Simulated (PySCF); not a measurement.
# Be²⁺ (beryllium, charge +2): UHF calculation

Configuration: 1s2, closed-shell 1S. Calculation: PySCF 2.14, in aug-cc-pCVQZ-DK (9s8p6d4f2g, 109 functions); scalar relativity by spin-free X2C-1e.

* Total energy: -13.613616 hartree
* One-electron energy: -15.8916 hartree
* Hartree (Coulomb) energy: 4.5559 hartree
* Exchange energy: -2.2779 hartree
* ⟨S²⟩: 0.0000
* ⟨L²⟩: 0.000
* Sum of ⟨r⟩: 0.8280 bohr
* Sum of ⟨r²⟩: 0.4634 bohr²
* Langevin diamagnetic susceptibility: -0.367 ×10⁻⁶ cm³/mol

```tsv
shell	electrons	mean orbital energy (hartree)	rms radius, mean of both spins (bohr)
1s	2	-5.66784	0.481
```
